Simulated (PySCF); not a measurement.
Two species compared at the same levels of theory.

First species: C7H8.
Atom-mapped SMILES: `[CH3:1][C@@:2]12[CH:3]=[CH:4][C@H:5]3[C@@H:6]1[C@@H:7]23` (hydrogens: H8, H9, H10 on C1; H11 on C3; H12 on C4; H13 on C5; H14 on C6; H15 on C7)

Second species: C5H7F3O.
SMILES: `FC(=C(F)F)CCOC`

Levels: B3LYP/def2-SVPD for HOMO energy, LUMO energy, HOMO–LUMO gap and static isotropic polarisability; TDDFT B3LYP/def2-SVPD for lowest singlet excitation; TDA B3LYP/def2-SVPD for lowest triplet excitation (Tamm–Dancoff). Geometries: GFN2-xTB. Each structure is a single optimised conformer of the isolated species, non-relativistic unless stated; the electronic structure was computed with PySCF and density fitting.

Dipoles, sizes and rotational constants follow the conformer. The torsions of the flexible species, by atom-mapped SMILES:
- `[CH3:1][O:2][CH2:3][CH2:4][C:5]([F:6])=[C:7]([F:8])[F:9]`: C1–O2–C3–C4 -179°, O2–C3–C4–C5 64°, C3–C4–C5–F6 68°

The conformers of `C[C@@]12C=C[C@H]3[C@@H]1[C@H]32` aren't listed.

Values for the first species:

| Item | Value |
| --- | --- |
| HOMO energy | -6.02 eV |
| LUMO energy | -0.01 eV |
| HOMO–LUMO gap | 6.01 eV |
| Lowest singlet excitation | 5.45 eV |
| Lowest triplet excitation (Tamm–Dancoff) | 3.60 eV |
| Static isotropic polarisability | 72.1 au |

Question: Estimate the same properties for the second species, and the change in each.

Answer: 
```
                                property     first    second  second less first
                             HOMO energy  -6.02 eV  -7.01 eV           -0.99 eV
                             LUMO energy  -0.01 eV   0.11 eV           +0.12 eV
                           HOMO–LUMO gap   6.01 eV   7.12 eV           +1.11 eV
               lowest singlet excitation   5.45 eV   6.26 eV           +0.81 eV
lowest triplet excitation (Tamm–Dancoff)   3.60 eV   4.55 eV           +0.95 eV
         static isotropic polarisability   72.1 au   69.9 au            -2.2 au
```

On the first: S1 lies 0.56 eV below the HOMO–LUMO gap; its leading configuration is HOMO→LUMO, weight 0.96. The vertical singlet–triplet gap S1 − T1 is 1.85 eV (TDDFT singlet less Tamm–Dancoff triplet; S1: HOMO→LUMO, weight 0.96; T1: HOMO→LUMO, weight 0.96).

On the second: No computed singlet falls in the visible range (750 to 380 nm, 1.65 to 3.26 eV); S1 lies 3.00 eV above its blue end. S1 lies 0.86 eV below the HOMO–LUMO gap; its leading configuration is HOMO→LUMO, weight 0.56, beside HOMO→LUMO+1, weight 0.35.
